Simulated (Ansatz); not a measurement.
Reaction (homolysis of the F–Si bond): `O[Si](O)(F)Cl` → F• + `O[Si](O)Cl`•

Calculated with Ansatz (gas phase, PBE0-D4/def2-TZVP geometries, no zero-point term in ΔE). CBS: MP2 limit from def2 TZ/QZ plus the TZ coupled-cluster correction, frozen cores. This one scheme is used for every species, atoms too. DFT in def2-TZVPP. B3LYP here is the variant with VWN-RPA as its local correlation; programs differ in this. Open shells (•) are unrestricted, without spin–orbit coupling. Spin–orbit coupling would lower the free atoms: a little for F. Each species was taken in one conformer, which may not be the lowest.

`O[Si](O)(F)Cl`:

Cartesian coordinates in Å:
```
O -1.263 -0.470 0.173
Si 0.304 -0.089 0.025
O 0.425 1.338 -0.714
F 0.971 -0.056 1.462
Cl 1.351 -1.451 -1.045
H -1.509 -1.248 0.675
H -0.278 1.975 -0.576
```

`O[Si](O)Cl`•:

Cartesian coordinates in Å:
```
O 0.183 -0.645 -1.320
Si -0.222 -0.336 0.231
O 1.166 0.220 0.885
Cl -1.721 1.099 0.336
H -0.527 -0.893 -1.915
H 1.122 0.554 1.783
```

```
             level  ΔE (kcal/mol)  difference from CCSD(T)/CBS
            PBE-D4          158.5                         -6.4
           PBE0-D4          156.6                         -8.3
          B3LYP-D4          157.8                         -7.1
           ωB97X-V          162.0                         -2.9
           ωB97M-V          163.6                         -1.3
               PBE          157.7                         -7.2
            r2SCAN          157.9                         -7.0
              PBE0          155.9                         -9.0
             B3LYP          156.4                         -8.5
     HF/def2-TZVPP          126.2                        -38.7
    MP2/def2-TZVPP          167.9                          3.0
SCS-MP2/def2-TZVPP          164.4                         -0.5
    MP2/def2-QZVPP          170.5                          5.6
SCS-MP2/def2-QZVPP          167.3                          2.4
     MP2/CBS(def2)          172.1                          7.2
    CCSD/CBS(def2)          163.2                         -1.7
       CCSD(T)/CBS          164.9                            0
```

Largest T1 diagnostic among the species: 0.014.

In def2-TZVPP, CCSD(T) changes the Hartree–Fock value by +34.4 kcal/mol (the triples alone add +1.7 kcal/mol) and MP2 by +41.7 kcal/mol; breaking electron pairs costs correlation energy, which Hartree–Fock lacks. The D4 term adds +1.3 kcal/mol with B3LYP and +0.7 kcal/mol with PBE0; it sums over pairs of atoms, weighted by their polarisabilities, and B3LYP, whose exchange is more repulsive, gets the larger term. From PBE to PBE0 (25 % exact exchange), in def2-TZVPP and without D4, ΔE moves by −1.8 kcal/mol: exact exchange takes away binding that semilocal exchange gives to molecules.

CCSD(T)/CBS has its own doubt, a few kJ/mol and more with outer-core shells, so smaller differences from it don't rank the levels.
